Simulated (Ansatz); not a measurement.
Mulliken charges of CH₅SbSe, SMILES `[CH3][SbH][SeH]` from ωB97M-V/def2-TZVPP in Ansatz (PBE0-D4/def2-TZVP geometry).

```csv
atom,x (Å),y (Å),z (Å),charge (e)
C1,-0.316,1.183,-0.348,-0.555
Sb2,0.724,-0.668,-0.732,0.379
Se3,0.172,-1.792,1.504,-0.279
H4,0.283,1.781,0.338,0.149
H5,-1.291,0.986,0.095,0.147
H6,-0.438,1.723,-1.288,0.141
H7,-0.631,-1.380,-1.498,-0.063
H8,1.589,-1.890,1.874,0.081
```

**Question.** By hand: the dipole of these point charges (1 e Å = 4.8032 D).

**Answer.** Σ q r = (0.361, 0.177, -0.375) e Å, of length 0.550 e Å = 2.64 D.

**Question.** How does the dipole of the full density compare? (An estimate is asked.)

**Answer.** Ansatz gave: (0.120, 0.265, -0.213) e Å, 1.73 D; the point charges give 1.53 times that, at 31° from its direction.

Point charges leave out the atoms' own dipoles, such as those of lone pairs, and Mulliken's split depends on the basis, so the two needn't agree.
